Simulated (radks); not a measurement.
Valence configurations of Pb II. Method: scalar-relativistic Kohn-Sham, PBEsol, spin-polarised, spherical densities, finite nucleus; open shells are filled with parallel spins first (spin-orbit coupling, left out, can overturn this in heavy ions); Fermi nuclear charge, rms radius 5.5012 fm; computed with a radial shooting solver on a logarithmic mesh with Libxc functionals. Energies are relative to [Hg] 6p1; eigenvalues in eV for spin up.

| valence | E (eV) | moment (Bohr magnetons) | e(4f) | e(5d) | e(6p) | e(6s) |
|---|---|---|---|---|---|---|
| [Hg] 6p1 | 0.000 | 1 | -140.67 | -28.905 | -10.243 | -19.591 |
| [Xe] 4f14 5d10 6s1.5 6p1.5 | 4.195 | 2 | -141.54 | -29.807 | -10.920 | -20.438 |
| [Xe] 4f14 5d10 6s1 6p2 | 8.107 | 3 | -142.34 | -30.648 | -11.512 | -21.211 |
| [Xe] 4f14 5d9 6s2 6p2 | 19.709 | 3 | -146.88 | -33.860 | -11.983 | -22.231 |
| [Xe] 4f14 5d8 6s2 6p3 | 41.781 | 5 | -153.08 | -38.703 | -13.531 | -24.661 |
| [Xe] 4f13.5 5d10 6s2 6p1.5 | 67.325 | 2 | -150.71 | -32.106 | -11.166 | -21.006 |
| [Xe] 4f13 5d10 6s1 6p3 | 147.39 | 5 | -162.45 | -36.942 | -13.132 | -23.823 |
| [Xe] 4f12 5d10 6s2 6p3 | 295.27 | 5 | -181.80 | -41.967 | -13.700 | -25.045 |
| [Xe] 4f12 5d10 6s1 6p4 | 306.92 | 5 | -183.55 | -43.636 | -14.412 | -26.141 |
| [Xe] 4f11.5 5d10 6s1.5 6p4 | 387.29 | 5 | -193.45 | -46.216 | -14.663 | -26.723 |

NIST lists [Hg] 6p1 as the ground configuration; this level of theory agrees among the configurations tried. The energies are those of spherical high-spin densities, not of single terms.
